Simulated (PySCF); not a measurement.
This script is equivalent to a calculation on Ga⁺ (gallium, charge +1).

```python
from pyscf import gto, scf, dft, mp, cc
import basis_set_exchange as bse
txt = bse.get_basis("aug-cc-pV5Z-PP", elements=["Ga"], fmt="nwchem", header=False)
cut = txt.index("\nECP")
mol = gto.M(atom="Ga 0 0 0", charge=1, spin=0, symmetry="D2h",
            basis=gto.basis.parse(txt[:cut]),
            ecp={"Ga": gto.basis.parse_ecp(txt[cut:])})
mf = dft.UKS(mol, xc="R2SCAN")
mf.irrep_nelec = {'Ag': (4, 4), 'B1g': (1, 1), 'B2g': (1, 1), 'B3g': (1, 1), 'B1u': (1, 1), 'B2u': (1, 1), 'B3u': (1, 1)}
mf.kernel()
```

Question: What total energy does it give?

Answer: -259.123 hartree (calculated).

Question: Which occupied shell lies highest, and where?

Answer: 4s, at -16.612 eV.

Energies and moments cover only the electrons outside the core potential.
